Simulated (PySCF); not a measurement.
B(All)(H)2 (C3H7B), SMILES C(C=C)B.

Coordinates come from a PBE0-D3(BJ)/def2-SVP optimisation. This is a generated structure with no PubChem entry under its InChIKey; it may be hypothetical. The values are those of a single conformer.

Two levels are set side by side: PBE/def2-TZVP (PySCF) and ωB97X/def2-TZVP (PySCF). Same geometry, gas phase. Differences are taken from unrounded values.

```csv
quantity,ωB97X,PBE,PBE minus ωB97X
orbital gap (eV),10.57,3.79,-6.78
highest occupied level (eV),-9.59,-6.14,3.45
lowest empty level (eV),0.98,-2.35,-3.33
dipole moment (D),0.49,0.57,0.08
mean polarisability (bohr³),51.5,53.7,2.2
```

Without exact exchange PBE keeps part of each electron's self-repulsion, which lifts occupied levels and narrows the gap. Loosely held outer electrons make PBE densities more polarisable. Differences between two approximate levels are no errors against the true value.

Rough cost on one machine, each run with all the roots and properties that it gave: ωB97X against PBE within a factor of 2.
